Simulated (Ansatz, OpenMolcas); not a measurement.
How methods differ on SnTe (SMILES [Sn][Te])

The species is SnTe (2 atoms), meant as a singlet with charge 0. As SMILES, `[Sn][Te]`. Geometry: relaxed at PBE0-D4/def2-TZVP.

```jsonl
{"atom": "Sn", "x (Å)": "0.0000", "y (Å)": "0.0000", "z (Å)": "0.0094"}
{"atom": "Te", "x (Å)": "0.0000", "y (Å)": "0.0000", "z (Å)": "2.5273"}
```

Quantity: the vertical ionisation energy (to the doublet cation), in eV. The values are calculated.

```tsv
level	kind	program	value (eV)	less CCSD(T)/def2-TZVPPD	CPU time (all runs)
HF/def2-TZVPPD (core potential)	Hartree–Fock	Ansatz	7.43	-1.23	43 s
BLYP/def2-TZVPPD (core potential)	GGA	OpenMolcas	8.50	-0.16	76 s
TPSS/def2-TZVPPD (core potential)	meta-GGA	OpenMolcas	8.61	-0.05	1.9 min
r2SCAN/def2-TZVPPD (core potential)	meta-GGA	Ansatz	8.64	-0.02	2 min
PBE0/def2-TZVPPD (core potential)	global hybrid	Ansatz	8.56	-0.10	62 s
MP2/def2-TZVPPD (core potential)	perturbation theory	Ansatz	8.76	+0.10	76 s
CCSD(T)/def2-TZVPPD (core potential)	coupled cluster or CI	Ansatz	8.66	0.00	2.6 min
CCSD/def2-TZVPPD (core potential)	coupled cluster or CI	Ansatz	8.47	-0.19	2 min
```

CCSD(T)/def2-TZVPPD (core potential) is the highest level here, not the true value. Spin-orbit coupling, which can split open shells on such heavy atoms by tenths of an eV, is left out. The values span 7.43 to 8.76 eV. In the correlated wave-function rows the outer d shell of Sn, Te is correlated, in sets not made for it. Times are those of the runs behind each value, whatever else they computed, on shared processors of several kinds: orders of magnitude only.
